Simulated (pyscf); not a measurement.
Single points on ωB97X-D3(BJ)/def2-SVP structures (PySCF, gas phase). MP2 and CC: frozen core, UHF for open shells. ΔMP2 is the change of the MP2 total energy from the triple- to the quadruple-zeta basis.

### Question
What is the homolytic dissociation enthalpy (298 K, CCSD(T)/def2-TZVPP + ΔMP2(QZVPP)) of the Br–C bond of `[Br][CH2][Br]`, to Br• + •H₂C–Br?

### Answer
Br–C to Br• + •H₂C–Br: 287.8 kJ/mol. The CCSD(T) − MP2 part came from Ansatz, without density fitting, on the same reference. The frozen core leaves the outer d or s,p core shells of the metals and heavy elements correlated in the MP2 and CC values, and def2-TZVPP describes them poorly, which can shift differences by a few kcal/mol. Left out: the spin-orbit lowering of Br, which is large for Br, Se, Te and I. Elements up to Kr have no core potential and no relativistic terms here.
